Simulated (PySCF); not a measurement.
Job for PySCF: R-MP2/6-31G* on CH4 (SMILES C) with ghost functions.

```python
from pyscf import gto, scf, dft, mp
from pyscf.data.elements import chemcore

mol = gto.M(
    atom='''
    C    -0.02142497    0.03546985   -0.09519288
    H     0.41186808    0.57223824    0.74711636
    H    -1.10861543    0.07947840   -0.03701104
    H     0.30772096    0.49173539   -1.02770916
    H     0.30161639   -1.00491867   -0.07010765
    ghost-C   -0.82271389   -0.58665181    3.41838988
    ghost-Cl    0.43476121    0.63558920    3.80025670
    ghost-H   -1.14112637   -1.04863459    4.34782956
    ghost-H   -1.65394489   -0.08126289    2.93669682
    ghost-H   -0.38919707   -1.32452192    2.75085591
    ''',
    basis='6-31g*',
    cart=True,
    charge=0, spin=0, verbose=3, max_memory=1800)
mf = scf.RHF(mol)
mf.conv_tol = 1e-8
mf.max_cycle = 100
mf.kernel()
if not mf.converged:
    mf = mf.newton().run(mf.mo_coeff, mf.mo_occ)
pt = mp.MP2(mf, frozen=chemcore(mol)).run()
```

Question: What total energy does the run end on?

Answer: -40.3329 hartree.
